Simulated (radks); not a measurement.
Results of a calculation; reference values are marked as such.
Species: Sm45+. Configuration: [Ne] 3s2 3p5. Code: a radial shooting solver on a logarithmic mesh with Libxc functionals. Model: scalar-relativistic Kohn-Sham, BLYP, spin-polarised, spherical densities, finite nucleus; open shells are filled with parallel spins first (spin-orbit coupling, left out, can overturn this in heavy ions); Fermi nuclear charge, rms radius 5.0819 fm. Some entries of the table are withheld. Estimate them.

orbital  occ.  eigenvalue (eV)  <r> (bohr)  <1/r> (bohr^-1)
1s up       1        -49549.69     0.02274            68.81
1s down     1        -49546.85     0.02274            68.81
2s up       1        -10407.17     0.09600            16.10
2s down     1        -10405.22     0.09599            16.10
2p up       3        -9606.889     0.08442            15.09
2p down     3        -9604.059     0.08442            15.09
3s up       1        -4022.809      0.2345            6.446
3s down     1        -4015.023      0.2346            6.442
3p up       3        -3777.265      0.2286              (1)
3p down     2        -3769.428      0.2287              (2)

Answer. 
(1) 3p up <1/r> (bohr^-1): 6.128
(2) 3p down <1/r> (bohr^-1): 6.126
